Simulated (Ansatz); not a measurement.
Cost and result for the atomization energy of `[AsH2]CB1CC1` (13 atoms, 13 bonds).

Cartesian coordinates in Å:
```
As -1.1680 -0.6621 -2.0123
C -0.6340 1.0152 -1.0586
B 0.0832 0.4305 0.1493
C 0.0337 -0.1117 1.5792
C 1.3674 -0.0895 0.7985
H 0.1778 -1.3658 -1.8790
H -1.7216 -1.3807 -0.7873
H -1.5696 1.5426 -0.8698
H -0.0245 1.5662 -1.7756
H -0.3928 -1.0869 1.7941
H -0.0664 0.5774 2.4138
H 2.1261 0.6151 1.1295
H 1.7885 -1.0503 0.5183
```

Charge 0, multiplicity 1. Correlated methods include outer-core shells of As, which these sets cover unevenly. Scalar relativity is left out up to krypton. Geometry: relaxed with PBE0-D4/def2-TZVP. It is one conformer, not always the lowest. Program: Ansatz. All runs use 2 threads of an AMD EPYC 7R13 on a shared host and a share of an NVIDIA H100 80 GB. Times are those of one run each, without the atoms' runs, and a repeat can differ threefold. Electronic energies, without spin–orbit coupling; frozen cores. CCSD(T)/CBS adds CCSD(T) − MP2 in def2-TZVPP to the MP2 limit, and its time is that of the two runs behind it. T1 = 0.011. With those shells the extrapolation isn't a true limit. B3LYP takes the VWN-RPA correlation (the form of Gaussian; ORCA's B3LYP/G).

CCSD(T)/CBS is a level of theory with its own doubt, some kJ/mol a heavy atom from the limit and from the frozen cores, so smaller differences don't rank the functionals.

```csv
level,functions,wall time,atomization (kcal/mol),difference from CCSD(T)/CBS,per bond
PBE-D4/def2-TZVPP (with forces),284,3.6 s,1166.8,31.6,2.4
B3LYP-D4/def2-TZVPP (with forces),284,3.6 s,1144.8,9.6,0.7
r2SCAN-D4/def2-TZVPP (with forces),284,3.7 s,1148.5,13.3,1.0
PBE0-D4/def2-TZVPP,284,3.7 s,1151.5,16.3,1.3
ωB97X-V/def2-TZVPP,284,4.3 s,1146.2,11.0,0.8
B2PLYP/def2-TZVPP,284,4.4 s,1129.4,-5.8,-0.4
MP2/def2-QZVPP,557,7.5 s,1136.2,1.0,0.1
ωB97M-V/def2-TZVPP (with forces),284,9.5 s,1144.4,9.2,0.7
CCSD(T)/def2-TZVPP,284,10 s,1110.7,-24.5,-1.9
CCSD(T)/CBS(def2),–,18 s,1135.2,0.0,0.0
```

In def2-TZVPP, CCSD(T) changes the Hartree–Fock value by +269.3 kcal/mol (the triples alone add +15.9 kcal/mol) and MP2 by +280.4 kcal/mol; breaking electron pairs costs correlation energy, which Hartree–Fock lacks. The D4 term adds +10.7 kcal/mol with B3LYP and +5.7 kcal/mol with PBE0; it sums over pairs of atoms, weighted by their polarisabilities, and B3LYP, whose exchange is more repulsive, gets the larger term. From PBE to PBE0 (25 % exact exchange), in def2-TZVPP and without D4, the atomization energy moves by −14.3 kcal/mol: exact exchange takes away binding that semilocal exchange gives to molecules.
